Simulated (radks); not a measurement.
The strontium ion Sr11+, configuration [Ar] 3d9 (the NIST ground configuration). Calculated with a radial shooting solver on a logarithmic mesh with Libxc functionals: scalar-relativistic Kohn-Sham, PBE, spin-unpolarised, spherical densities, point nucleus.

Unscreened Slater integrals over Kohn-Sham orbitals (eV).

integral    value
F0(3d,3d)  52.374
F2(3d,3d)  25.782
F4(3d,3d)  16.376
F0(3d,3p)  51.014
F2(3d,3p)  24.738
G1(3d,3p)  29.142
G3(3d,3p)  18.448
F0(3d,3s)  51.107
G2(3d,3s)  22.230
F0(3d,2p)  69.327
F2(3d,2p)  16.897
G1(3d,2p)  14.058
G3(3d,2p)  8.0335
F0(3p,3p)  50.368
F2(3p,3p)  25.399
F0(3p,3s)  50.433
G1(3p,3s)  33.333
F0(3p,2p)  67.742
F2(3p,2p)  14.770
G0(3p,2p)  5.7479
G2(3p,2p)  6.1514
F0(3s,3s)  50.566
F0(3s,2p)  66.959
G1(3s,2p)  5.8879
F0(2p,2p)  165.25
F2(2p,2p)  78.216

Derived for the open shells (J is the average intra-shell exchange parameter used in DFT+U). 3d: Racah B = F2/49 - 5 F4/441 = 0.3405 eV, C = 35 F4/441 = 1.300 eV, C/B = 3.82, F4/F2 = 0.635, J = (F2 + F4)/14 = 3.011 eV.
